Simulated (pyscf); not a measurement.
# HBe–Cl, singlet

Gas-phase minimum from PySCF at ωB97X-D3(BJ)/def2-SVP, one conformer. 

SMILES: [BeH][Cl]
```xyz
3

Be     0.5840     0.6433     0.0452
Cl     1.8175     0.9255    -1.2677
H     -0.3139     0.4370     1.0015
```
Charge 0, spin multiplicity 1.

Bond lengths (Å): Be1–Cl2 1.823, Be1–H3 1.328. Bond angles (°): Cl2–Be1–H3 180.0.

Properties at ωB97X-D3(BJ)/def2-SVP:

| Quantity | Result |
|---|---|
| Harmonic wavenumbers, unscaled | 507, 507, 802, 2225 cm⁻¹ |
| Zero-point energy | 5.8 kcal/mol |
| Rotational symmetry number | 1 |
| Entropy of this conformer at 298 K and 1 atm, rigid rotor and harmonic oscillator, modes under 100 cm⁻¹ raised to 100 | 220.4 J/(mol K) |
| Dipole moment | 0.59 D |

Single-point totals, which compare only within one level (frozen core for MP2 and CC):

```csv
level,total energy (hartree)
ωB97X-D3(BJ)/def2-TZVP,-475.64016
PBE/def2-TZVP,-475.38664
r²SCAN/def2-TZVP,-475.57145
B3LYP-D3(BJ)/def2-TZVP,-475.64358
PBE0-D3(BJ)/def2-TZVP,-475.43363
M06-2X/def2-TZVP,-475.59638
ωB97M-D3(BJ)/def2-TZVP,-475.67611
HF/def2-TZVPP,-474.79660
MP2/def2-TZVPP,-475.05871
CCSD/def2-TZVPP,-475.08680
CCSD(T)/def2-TZVPP,-475.09614
```

The CCSD(T) − MP2 part came from Ansatz, without density fitting, on the same reference.
